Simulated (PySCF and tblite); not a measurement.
Values are calculated unless marked as measured or tabulated.
C5H4N2OSe, numbered as in [N:1]#[C:2][CH2:3][Se:4][c:5]1[cH:6][n:7][cH:8][o:9]1.

Search: ETKDG and KDG, UFF, GFN2-xTB, 90 starts; geometries at GFN2-xTB. Energies: B3LYP-D3(BJ)/def2-SVP (IEF-PCM, water), with GFN2-xTB thermal terms (modes under about 100 cm⁻¹ blended into free rotors). Symmetry numbers and mirror images are counted. Conformers within 3 kcal/mol (GFN2-xTB free energy) were kept, 8 at most. (PySCF 2.14, tblite 0.8.)

Torsions listed: C2–C3–Se4–C5, C3–Se4–C5–O9. Of a mirror pair one member is shown.

```csv
conformer,shape,symmetry
1,"65°, 176°",C1 (pair)
2,"180°, 0°",Cs
3,"-50°, 81°",C1 (pair)
```

Which of these conformers is the most populated at 298.15 K, and with what share?

Conformer 3, about 96 %.

Give the DFT energies and free energies relative to the lowest, and all weights.


```json
{"conformer": "1", "shape": "65°, 176°", "E(DFT) kcal/mol": "1.49", "G(298.15 K) kcal/mol": "1.94", "weight %": "3.6"}
{"conformer": "2", "shape": "180°, 0°", "E(DFT) kcal/mol": "3.23", "G(298.15 K) kcal/mol": "3.70", "weight %": "0.2"}
{"conformer": "3", "shape": "-50°, 81°", "E(DFT) kcal/mol": "0.00", "G(298.15 K) kcal/mol": "0.00", "weight %": "96.2"}
```

How does its share change from 220 K to 380 K?

From 99 % to 93 %; the mixing entropy goes from 1.53 to 1.91 cal/(mol K).

The minima are those of GFN2-xTB; planar forms about aryl–S or allylic bonds may be saddles in DFT.
